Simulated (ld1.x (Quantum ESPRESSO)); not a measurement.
What one change does to a pseudopotential (rhenium (Re), TM)

- Element: Re (Z = 75)
- Generator: ld1.x (Quantum ESPRESSO) 7.5
- Type: norm-conserving Troullier–Martins (Kleinman–Bylander form)
- Functional: LDA (PZ)
- Relativity: scalar-relativistic
- Frozen core: [Xe] 4f14
- Valence charge: 7
- Reference configuration: 5d5 6s2 6p0
- Partial waves: 6p (bound, empty): rc 2.50 bohr; 5d (bound): rc 1.75 bohr; 6s (bound): rc 2.80 bohr
- Local potential: the s channel
- Core correction: Bessel-smoothed model core, default radius (core density twice the valence density)

Change: core correction Bessel-smoothed model core inside 2.08 bohr.

Cutoffs: the cutoffs (Ry, on a coarse ladder) from which the occupation-weighted sum of valence levels, in a spherical-Bessel basis at the reference potential, stays within 10 and 1 mRy of its value at 400 Ry; they do not see the model core or the augmentation charge, which bear on the density cutoff. Errors are all-electron minus pseudo energies relative to the spin-unpolarised reference configuration.

Problem. What does the change do?

Solution. The potential gets neither clearly harder nor softer (35 Ry and 40 Ry → 35 Ry and 40 Ry); of the 9 tests that both files solve, the error grows in 2 and shrinks in 0 by more than 15 % and 0.3 meV (median size 35.5 → 54.7 meV); neither file shows a bound ghost. The default core radius of the base comes out at 1.43 bohr. A wider model core is smoother and lowers the density cutoff, which this test does not measure.

```tsv
quantity	base	changed
cutoff, loose	35 Ry	35 Ry
cutoff, tight	40 Ry	40 Ry
bound ghosts	none	none
error for 5d5 6s1 6p0, meV [ΔE 9.52 eV]	-9.4	-8.9
error for 5d5 6s0 6p0, meV [ΔE 26.20 eV]	-45	-43
error for 5d4 6s0 6p0, meV [ΔE 53.64 eV]	-176	-173
error for 5d4 6s2 6p1, meV [ΔE 5.12 eV]	-70	-65
error for 5d6 6s1 6p0, meV [ΔE 0.97 eV]	-58	-55
error for 5d5 6s1 6p1, meV [ΔE 4.87 eV]	-3.4	-3.2
error for 5d5 6s1.5 6p0, meV [ΔE 3.90 eV]	-2.7	-2.6
error for 5d5 6s2 6p0 (spin-polarised), meV [ΔE -3.11 eV]	+5.0	+396
error for 5d5 6s1 6p0 (spin-polarised), meV [ΔE 5.05 eV]	+36	+470
s: phases at 3.05 bohr within 0.05 rad from the reference energy up to (Ry; the scan ends near 5)	1.8	1.8
p: phases at 3.05 bohr within 0.05 rad from the reference energy up to (Ry; the scan ends near 5)	2.1	2.1
d: phases at 3.05 bohr within 0.05 rad from the reference energy up to (Ry; the scan ends near 5)	1.0	1.0
```
